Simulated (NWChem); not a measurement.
Species: C$_{3}$H$_{9}$ClGe; SMILES [CH3][Ge]([CH3])([CH3])[Cl]

Q: Give the equilibrium geometry at PBE0/def2-SVP (NWChem) as a Z-matrix, with the point group.

A: point group C3v; any orientation.
```
Ge
C 1 1.9455
H 2 1.0993 1 110.33
H 2 1.0994 3 108.56 1 -121.02
H 2 1.1010 3 108.68 4 -118.04
C 1 1.9455 2 112.46 3 -175.91
H 6 1.0993 1 110.33 2 55.89
H 6 1.0994 7 108.56 1 -121.02
H 6 1.1010 7 108.68 8 -118.04
C 1 1.9455 2 112.46 3 55.89
H 10 1.0993 1 110.33 2 -175.91
H 10 1.0994 11 108.56 1 -121.02
H 10 1.1010 11 108.68 12 -118.04
Cl 1 2.1909 2 106.28 3 -60.01
```
